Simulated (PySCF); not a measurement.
An unknown gives this computed stick spectrum. Level of theory: TDDFT CAM-B3LYP/def2-SVPD, vertical, gas phase, core orbitals frozen in the response (PySCF 2.14.0, density-fitted response routines). Geometries: GFN2-xTB, one conformer each.

| state | ν̃ (cm⁻¹) | f | main configurations (H = HOMO, L = LUMO) |
| --- | --- | --- | --- |
| S1 | 68790 | 0.0099 | H→L (81%) |
| S2 | 72040 | 0.051 | H-1→L (79%) |
| S3 | 73230 | 0.0045 | H→L+1 (20%), H-2→L (18%), H→L+2 (18%) |
| S4 | 74640 | 0.0032 | H-2→L (29%), H-1→L+1 (13%), H-1→L+2 (10%) |
| S5 | 75590 | 0.015 | H-2→L (27%), H-1→L+1 (16%), H→L+1 (11%) |
| S6 | 76730 | 0.017 | H-3→L (51%), H-4→L (12%), H→L+1 (12%) |
| S7 | 77170 | 0.019 | H-1→L+1 (23%), H→L+1 (16%), H→L+5 (11%) |
| S8 | 78420 | 0.0034 | H-2→L+1 (47%), H-2→L+2 (16%), H-2→L+4 (12%) |

Orbital energies (eV): HOMO-3 -12.87, HOMO-2 -12.31, HOMO-1 -11.81, HOMO -11.61, LUMO 0.16, LUMO+1 1.24, LUMO+2 1.42.

Question: Which structure fits?
A. `O=S(=O)(O)C(F)(F)F`
B. `C#Cc1ccco1`
C. `CO[C@H](CF)OCF`

Answer: A. Its S1, at 8.53 eV, is the highest among the candidates; the nearest of the others has S1 at 7.76 eV. S1 is HOMO→LUMO (81%). Löwdin shares by element: HOMO oxygen 83%, sulfur 7%; LUMO sulfur 32%, oxygen 31% or more, hydrogen 20% (atoms not listed hold the other 17%). At the same level the other candidates give, for their lowest levels:
- `CO[C@H](CF)OCF`: 7.76 eV (f 0.006); 8.22 eV (f 0.009); 8.52 eV (f 0.058); 8.76 eV (f 0.021); 8.84 eV (f 0.005); T1 7.59 eV; HOMO -9.49, LUMO 1.30 eV
- `C#Cc1ccco1`: 5.21 eV (f 0.376); 5.56 eV (f 0.000); 6.05 eV (f 0.000); 6.38 eV (f 0.010); 6.59 eV (f 0.001); T1 3.32 eV; HOMO -7.70, LUMO 0.22 eV

Shape of the structure used: `[O:1]=[S:2](=[O:3])([OH:4])[C:5]([F:6])([F:7])[F:8]`: O1–S2–C5–F6 -56°, H–O4–S2–O1 11°.
Triplets come from the Tamm–Dancoff approximation.
